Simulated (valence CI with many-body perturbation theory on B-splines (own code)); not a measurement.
# Energy levels of Sm29+

Computed by relativistic CI+MBPT: five valence electrons over a frozen Dirac-Fock core [Ar] 3d10, radial functions for each j: 11 s, 11 p, 10 d, 8 f, 5 g, 2 h, with the one-electron correlation potential Σ1, the two-electron term Σ2, the three-electron term Σ3, Breit, model QED; selected CI, second order for the rest, scaled by the run's own slope (own B-spline code, finite nucleus).

The last digits are not significant, and no measured levels were compared; by estimate large intervals hold to a few tenths of a per cent, small ones and those within an open d or f shell to about a per cent. Among the levels kept, up to 2200 cm⁻¹ of a level comes from second order outside the variational space, and about a tenth of that is noise between levels of different J, which matters for small intervals.

Levels 91 to 135 of 170, with energies above the lowest level, (4s^2 4p1/2^2 4p3/2) J=3/2. "Leading %" is the weight of the configuration and term that name the level; weights of strongly mixed levels are sums over their largest components and can fall short, so below about 35 % the name and the second component can differ from the true leading terms, or belong to a minority configuration. In the jj column 3d3/2^4 stands for four electrons in 3d with j = 3/2.

| No. | Configuration | Term | J | E (cm⁻¹) | Leading % | Leading jj | g |
| --- | --- | --- | --- | --- | --- | --- | --- |
| 91 | 4s4p³4d | ²F° | 7/2 | 2168800 | 45 | 4s 4p1/2 4p3/2^2 4d5/2 (48 %) | 1.129 |
| 92 | 4s4p³4d | ⁴P° | 5/2 | 2171000 | 13 | 4s 4p1/2 4p3/2^2 4d5/2 (38 %) | 1.186 |
| 93 | 4s4p³4d | ⁴D° | 3/2 | 2173500 | 38 | 4s 4p1/2 4p3/2^2 4d5/2 (38 %) | 1.213 |
| 94 | 4s4p³4d | ⁴D° | 1/2 | 2182300 | 41 | 4s 4p1/2 4p3/2^2 4d3/2 (72 %) | 0.405 |
| 95 | 4s4p³4d | ⁴D° | 7/2 | 2186500 | 35 | 4s 4p1/2 4p3/2^2 4d5/2 (75 %) | 1.240 |
| 96 | 4s4p³4d | ²F° | 5/2 | 2189900 | 40 | 4s 4p1/2 4p3/2^2 4d5/2 (66 %) | 1.034 |
| 97 | 4s²4p4d² | ⁴D° | 1/2 | 2194300 | 40 | 4s^2 4p1/2 4d3/2^2 (49 %) | 0.363 |
| 98 | 4s²4p4d² | ⁴D° | 3/2 | 2196300 | 9 | 4s^2 4p1/2 4d3/2 4d5/2 (39 %) | 1.121 |
| 99 | 4s²4p4d² | ⁴G° | 7/2 | 2206400 | 29 | 4s 4p1/2 4p3/2^2 4d5/2 (34 %) | 1.110 |
| 100 | 4s²4p4d² | ⁴P° | 1/2 | 2206800 | 36 | 4s^2 4p1/2 4d3/2 4d5/2 (47 %) | 1.916 |
| 101 | 4s4p³4d | ²D° | 5/2 | 2218600 | 24 | 4s 4p1/2 4p3/2^2 4d3/2 (41 %) | 1.060 |
| 102 | 4s4p³4d | ²D° | 3/2 | 2220000 | 26 | 4s 4p1/2 4p3/2^2 4d5/2 (28 %) | 0.908 |
| 103 | 4s4p³4d | ²D° | 5/2 | 2221300 | 14 | 4s 4p1/2 4p3/2^2 4d5/2 (41 %) | 1.111 |
| 104 | 4s²4p4d² | ²H° | 9/2 | 2227700 | 30 | 4s^2 4p1/2 4d3/2 4d5/2 (46 %) | 1.066 |
| 105 | 4s4p³4d | ²D° | 3/2 | 2231000 | 29 | 4s 4p1/2 4p3/2^2 4d5/2 (52 %) | 1.059 |
| 106 | 4s4p³4d | ²F° | 5/2 | 2251000 | 26 | 4s 4p1/2 4p3/2^2 4d5/2 (52 %) | 1.006 |
| 107 | 4s²4p4d² | ⁴F° | 3/2 | 2253300 | 16 | 4s^2 4p1/2 4d3/2^2 (36 %) | 1.021 |
| 108 | 4s²4p4d² | ⁴D° | 1/2 | 2254800 | 26 | 4s 4p1/2 4p3/2^2 4d5/2 (29 %) | 0.463 |
| 109 | 4s²4p4d² | ⁴G° | 9/2 | 2268800 | 37 | 4s^2 4p1/2 4d5/2^2 (55 %) | 1.132 |
| 110 | 4s²4p4d² | ⁴D° | 7/2 | 2271600 | 15 | 4s^2 4p1/2 4d5/2^2 (46 %) | 1.184 |
| 111 | 4s4p³4d | ²P° | 3/2 | 2280400 | 28 | 4s 4p1/2 4p3/2^2 4d5/2 (49 %) | 1.154 |
| 112 | 4s²4p4d² | ⁴F° | 5/2 | 2282500 | 17 | 4s^2 4p1/2 4d3/2 4d5/2 (60 %) | 1.097 |
| 113 | 4s4p³4d | ⁴P° | 1/2 | 2284300 | 19 | 4s 4p1/2 4p3/2^2 4d5/2 (30 %) | 1.928 |
| 114 | 4s²4p4d² | ⁴D° | 7/2 | 2296100 | 16 | 4s^2 4p1/2 4d3/2 4d5/2 (40 %) | 1.147 |
| 115 | 4s²4p4d² | ⁴D° | 3/2 | 2303200 | 33 | 4s^2 4p1/2 4d3/2 4d5/2 (48 %) | 1.144 |
| 116 | 4s²4p²4f | ²H° | 11/2 | 2323700 | 49 | 4s^2 4p1/2 4p3/2 4f7/2 (84 %) | 1.166 |
| 117 | 4s²4p²4f | ⁴G° | 9/2 | 2323900 | 40 | 4s^2 4p1/2 4p3/2 4f7/2 (70 %) | 1.206 |
| 118 | 4s²4p4d² | ⁴D° | 5/2 | 2324000 | 18 | 4s^2 4p1/2 4p3/2 4f5/2 (32 %) | 1.093 |
| 119 | 4s²4p²4f | ²G° | 7/2 | 2324400 | 47 | 4s^2 4p1/2 4p3/2 4f5/2 (72 %) | 0.967 |
| 120 | 4s²4p4d² | ⁴P° | 3/2 | 2332600 | 37 | 4s^2 4p1/2 4d5/2^2 (48 %) | 1.532 |
| 121 | 4s²4p4d² | ⁴D° | 5/2 | 2336900 | 12 | 4s^2 4p1/2 4p3/2 4f5/2 (33 %) | 1.080 |
| 122 | 4s²4p²4f | ⁴F° | 3/2 | 2338500 | 58 | 4s^2 4p1/2 4p3/2 4f5/2 (74 %) | 0.563 |
| 123 | 4s²4p²4f | ⁴D° | 7/2 | 2339300 | 19 | 4s^2 4p1/2 4p3/2 4f7/2 (54 %) | 1.128 |
| 124 | 4s²4p²4f | ²G° | 9/2 | 2341600 | 43 | 4s^2 4p1/2 4p3/2 4f7/2 (41 %) | 1.174 |
| 125 | 4s²4p²4f | ²F° | 5/2 | 2352700 | 30 | 4s^2 4p1/2 4p3/2 4f5/2 (45 %) | 0.993 |
| 126 | 4s4p³4d | ²S° | 1/2 | 2355400 | 23 | 4s 4p3/2^3 4d3/2 (50 %) | 1.913 |
| 127 | 4s4p³4d | ²G° | 9/2 | 2360400 | 29 | 4s 4p3/2^3 4d5/2 (60 %) | 1.232 |
| 128 | 4s4p³4d | ⁴P° | 5/2 | 2362500 | 20 | 4s 4p3/2^3 4d5/2 (47 %) | 1.325 |
| 129 | 4s4p³4d | ²P° | 3/2 | 2364800 | 27 | 4s 4p3/2^3 4d3/2 (55 %) | 1.318 |
| 130 | 4s²4p²4f | ²F° | 7/2 | 2366100 | 33 | 4s^2 4p1/2 4p3/2 4f7/2 (30 %) | 1.207 |
| 131 | 4s²4p²4f | ²P° | 1/2 | 2373200 | 32 | 4s^2 4p1/2 4p3/2 4f5/2 (59 %) | 0.315 |
| 132 | 4s²4p²4f | ⁴D° | 3/2 | 2379900 | 29 | 4s^2 4p1/2 4p3/2 4f5/2 (44 %) | 1.076 |
| 133 | 4s²4p²4f | ²D° | 5/2 | 2385100 | 18 | 4s^2 4p1/2 4p3/2 4f7/2 (27 %) | 1.178 |
| 134 | 4s4p³4d | ²F° | 7/2 | 2389600 | 30 | 4s 4p3/2^3 4d3/2 (30 %) | 1.200 |
| 135 | 4s4p³4d | ²D° | 5/2 | 2395700 | 21 | 4s 4p3/2^3 4d3/2 (34 %) | 1.134 |

Where two levels of one J and parity lie close, their mixing, g and order are uncertain.
